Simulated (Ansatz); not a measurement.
Reaction (formal exchange of groups at the Si–N bond): `C=CN[SiH3]` + `[BH2][GeH2][CH3]` → `[BH2][GeH2][SiH3]` + `C=CNC`

Isolated molecules relaxed with PBE0-D4/def2-TZVP in Ansatz; ΔE leaves out vibrations. CCSD(T)/CBS adds triple-zeta CCSD(T) − MP2 to the extrapolated MP2 energy (def2 sets, frozen cores). This one scheme is used for every species. DFT in def2-TZVPP. For Ge outer-core shells are correlated without core-valence functions, which leaves a few kJ/mol of doubt a bond. Scalar relativity is left out up to krypton. Each species was taken in one conformer, which may not be the lowest.

CCSD(T)/CBS gives +80.2 kJ/mol.

Task: Another level gave +80.1 kJ/mol. Which?
A. B97M-V/def2-TZVPP
B. PBE0-D4/def2-TZVPP
C. BHLYP-D4/def2-TZVPP
D. revPBE/def2-TZVPP

Result: C. BHLYP-D4 80.1, B97M-V 74.4, PBE0-D4 63.6, revPBE 57.0 kJ/mol.

Largest T1 diagnostic among the species: 0.013.

At CCSD(T), def2-SVP lies −18.6 kJ/mol from the extrapolated value and def2-TZVPP +0.4 kJ/mol. Leaving LDA and LC-ωPBE aside and taking each functional with its dispersion term where it has one, the values, not all of them listed here, spread over 23.5 kJ/mol, from PBE-D4 to BHLYP-D4.
